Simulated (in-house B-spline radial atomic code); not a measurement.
Values are calculated unless marked as measured or tabulated.
What the choice of pseudopotential does to G0W0 on PBE0: Sr⁺

All numbers come from a B-spline radial code for spherical atoms, non-relativistic (model numbers for so heavy an element), configuration [Kr] 5s1, open shells at high spin. Semilocal Troullier-Martins pseudo-atoms, one channel per l, are made with PBE or LDA for several valence sets and radii, with or without a model core, and set against the all-electron atom. One channel fits only the lowest state of its l, so a second state of that l is approximate. All electrons give 5s up: PBE0 -9.097 eV, G0W0 -11.298 eV, 4p down: PBE0 -31.01 eV, G0W0 -35.03 eV. Potentials are made in the ion's own configuration unless the neutral atom is named, and a smooth local potential serves every l without a channel. Potentials that miss their own reference levels by more than 6 millihartree, or need radii over 3.5 bohr, are left out. Columns give pseudo minus all-electron, in eV; a dash marks a level in the core or of low weight.

| valence | made with | radii (bohr) | model core (bohr) | 5s up PBE0 | 5s up G0W0 | 4p down PBE0 | 4p down G0W0 |
| --- | --- | --- | --- | --- | --- | --- | --- |
| 4p 5s | LDA, neutral atom | s 2.95 p 1.06 d 1.66 | none | -0.21 | -0.47 | - | - |
| 4p 5s | PBE, neutral atom | s 3.40 p 1.33 d 2.04 | none | -0.18 | -0.41 | - | - |
| 4p 5s | LDA, neutral atom | s 3.32 p 1.20 d 1.86 | 0.98 | -0.19 | -0.43 | - | - |
| 4p 5s | PBE, neutral atom | s 3.40 p 1.73 d 2.65 | 0.98 | -0.18 | -0.41 | - | - |
| 4s 4p 5s | PBE | s 1.23 p 1.33 d 1.95 | none | -0.04 | -0.05 | +0.05 | +0.11 |
| 4s 4p 5s | LDA | s 1.56 p 1.73 d 2.57 | none | -0.10 | -0.12 | -0.14 | -0.08 |
| 4s 4p 5s | LDA, neutral atom | s 1.20 p 1.33 d 2.07 | 0.89 | -0.01 | -0.01 | +0.07 | +0.15 |
| 4s 4p 5s | PBE, neutral atom | s 1.41 p 1.53 d 2.35 | 0.89 | -0.02 | -0.02 | +0.04 | +0.13 |
| 4s 4p 5s | LDA, neutral atom | s 1.56 p 1.73 d 2.69 | 0.89 | -0.07 | -0.07 | +0.01 | +0.12 |
| 3d 4s 4p 5s | PBE, neutral atom | s 1.41 p 1.53 d 1.30 | none | -0.06 | -0.10 | -0.18 | -0.41 |
| 3d 4s 4p 5s | LDA, neutral atom | s 1.56 p 1.73 d 1.47 | none | -0.11 | -0.17 | -0.22 | -0.51 |
| 3d 4s 4p 5s | LDA, neutral atom | s 0.96 p 1.06 d 0.90 | 0.23 | -0.13 | -0.18 | - | - |
| 3d 4s 4p 5s | LDA, neutral atom | s 1.08 p 1.20 d 1.01 | 0.23 | -0.05 | -0.10 | - | - |
| 3d 4s 4p 5s | LDA, neutral atom | s 1.56 p 1.73 d 1.47 | 0.23 | -0.10 | -0.15 | -0.17 | -0.45 |

How does the G0W0 shift of 5s up, which all sets hold, depend on the valence set?

Mean size: 4s 4p 5s: 0.05 eV; 3d 4s 4p 5s: 0.14 eV; 4p 5s: 0.43 eV. A larger valence set can do worse when it takes only part of a shell, whose exchange with the frozen rest is then left to the functional. The means mix radii and the functional used in making the potentials.
